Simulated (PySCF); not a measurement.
**A small calculation by hand: chemical shift, span and skew from a shielding tensor**

C3H3, SMILES [CH][C][CH2+] (connectivity only; charge and spin as stated), charge +1, multiplicity 1. Atoms are numbered in the order given.

```xyz
6

C      0.0000     0.0000    -1.2363
C      0.0000     0.0000     0.1048
C      0.0000     0.0000     1.3286
H      0.0000     0.9363    -1.7925
H      0.0000    -0.9363    -1.7925
H      0.0000     0.0000     2.4025
```
Charge +1, spin multiplicity 1.

Geometry: B3LYP-D3(BJ)/def2-TZVP.

GIAO shieldings from PBE/pcSseg-2 in PySCF, non-relativistic, no solvent. The symmetric part of the tensor of C3 has the principal values -514.1, -81.5, 22.0 ppm. The same nucleus in TMS has σ = 181.4 ppm at this level (PySCF, at its B3LYP-D3(BJ)/def2-TZVP geometry).

Q: Work out the isotropic shielding, the ¹³C shift against TMS, the span and the skew.

A: 
σ(iso) = (σ11 + σ22 + σ33)/3 = -191.2 ppm. δ = σ(ref) − σ(iso) = 181.4 − (-191.2) = 372.6 ppm.
Span Ω = σ33 − σ11 = 536.1 ppm. Skew κ = 3(σ(iso) − σ22)/Ω = -0.61. Tumbling in solution averages the tensor to δ; in a static solid the shielding alone would spread this spin-1/2 line over Ω.
